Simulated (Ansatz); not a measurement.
Consider the isomerisation: `BN=CF` → `FC1BN1`.

Calculated with Ansatz (gas phase, PBE0-D4/def2-TZVP geometries, no zero-point term in ΔE). CBS: MP2 limit from def2 TZ/QZ plus the TZ coupled-cluster correction, frozen cores. Functionals use def2-TZVPP. HSE06 is defined as in plane-wave codes.

Q: Is it downhill or uphill in electronic energy at CCSD(T)/CBS, and by how much? (An estimate is asked.)

A: Computed: Uphill: ΔE = +67.5 kJ/mol.

Q: What do these levels give: BLYP-D4, r2SCAN0-D4, HSE06-D4, r2SCANh, HF/def2-SVP, MP2/def2-SVP? (Best estimate.)

A: Computed: BLYP-D4 94.2, r2SCAN0-D4 66.2, HSE06-D4 63.8, r2SCANh 71.1, HF/def2-SVP 85.8, MP2/def2-SVP 69.7 kJ/mol.

Q: What do rigid-rotor, harmonic-oscillator terms from PBE0-D4/def2-TZVP frequencies (298.15 K, 1 bar) make of the CCSD(T)/CBS value? (Best estimate.)

A: Computed: ΔZPE = +6.0 kJ/mol, ΔH = +71.8 kJ/mol, ΔS = -14 J/(mol·K), ΔG = +76.0 kJ/mol.

Largest T1 diagnostic among the species: 0.015.

In def2-TZVPP, CCSD(T) changes the Hartree–Fock value by −17.4 kJ/mol (the triples alone add +1.0 kJ/mol) and MP2 by −23.8 kJ/mol. From PBE to PBE0 (25 % exact exchange), in def2-TZVPP and without D4, ΔE moves by −8.7 kJ/mol.
